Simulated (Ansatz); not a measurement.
Stretching the Cd1–F2 bond in CdF2 (SMILES [F][Cd][F]) (multiplicity 1 held, fragments rigid). Energies count from the point at 1.933 Å.
Geometry at that point (charge 0, multiplicity 1):
| atom | x (Å) | y (Å) | z (Å) |
|---|---|---|---|
| Cd | 0.0000 | 0.0000 | 0.0000 |
| F | 0.0000 | 0.0000 | -1.9335 |
| F | 0.0000 | 0.0000 | 1.9335 |

Signs of static correlation in def2-SVP, with CASSCF(6,4), from Ansatz (a first-principles code) runs.

```tsv
R (Å)	T1 of restricted CCSD	⟨S²⟩ of UHF	largest double amplitude of restricted CCSD	weight of the CASSCF reference in MRCISD	CASSCF natural occupations
1.547	0.017	0.000	0.024	0.906	2.00 2.00 1.99 0.01
1.740	0.018	0.000	0.022	0.907	2.00 2.00 1.98 0.02
1.933	0.020	0.000	0.031	0.906	2.00 2.00 1.98 0.02
2.127	0.022	0.000	0.041	0.906	2.00 2.00 1.97 0.03
2.320	0.025	0.000	0.062	0.906	2.00 2.00 1.95 0.05
2.610	0.032	0.466	0.105	0.907	2.00 2.00 1.89 0.11
2.900	0.044	[?]	0.172	0.908	2.00 2.00 1.75 0.25
3.384	[?]	0.967	0.369	0.910	2.00 2.00 1.45 0.56
3.867	0.111	0.996	0.665	0.910	2.00 2.00 1.24 0.76
4.447	0.138	1.004	0.988	0.911	2.00 2.00 1.12 0.88
5.220	0.149	1.007	1.203	0.911	2.00 2.00 1.04 0.96
6.187	0.148	1.007	1.270	0.910	2.00 2.00 1.00 1.00
```

Q: Some entries are withheld; supply them.

A: 
- 2.900, ⟨S²⟩ of UHF: 0.842
- 3.384, T1 of restricted CCSD: 0.075

Doubts at one or more of the structures used: active orbitals that take no part (SC-NEVPT2 on CASSCF(6,4)/def2-SVP); a restricted determinant that unrestricted orbitals would lower (R-CCSD(T)/def2-SVP); T1 above 0.05 (R-CCSD(T)/def2-SVP, U-CCSD(T)/def2-SVP); other coupled-cluster roots lie near (R-CCSD(T)/def2-SVP, U-CCSD(T)/def2-SVP); a spin-contaminated determinant (U-CCSD(T)/def2-SVP).
